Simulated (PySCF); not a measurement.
## Working out the ionisation energy of Pd

Pd [Kr] 4d10 (1S) → Pd⁺ [Kr] 4d9 (2D). All numbers are calculated (PySCF 2.14, a scalar-relativistic core potential, in def2-TZVP with the def2 core potential (28 electrons) (6s4p3d1f, 40 functions)). Frozen: 4s2 4p6. Energies in hartree (1 hartree = 27.21139 eV):

| part | Pd (lower) | Pd⁺ (upper) |
| --- | --- | --- |
| UHF | -127.030194 | -126.799387 |
| MP2 opposite-spin | -0.170732 | -0.130138 |
| MP2 same-spin | -0.097250 | -0.075332 |

Problem. What does Hartree-Fock give?

Solution. (-126.799387) − (-127.030194) = 0.230807 hartree = 6.281 eV.

Problem. What do MP2 and SCS-MP2 (6/5 opposite-spin, 1/3 same-spin) give?

Solution. The opposite-spin parts differ by 1.105 eV and the same-spin parts by 0.596 eV. MP2: 6.281 + (1.105) + (0.596) = 7.982 eV. SCS-MP2: 6.281 + 1.2 × (1.105) + (0.596)/3 = 7.806 eV.

Measured between the centres of the two terms (NIST): 8.512 eV, so MP2 (valence) is off by -0.530 eV.

What remains against the reference includes basis incompleteness, the frozen core and correlation beyond second order.
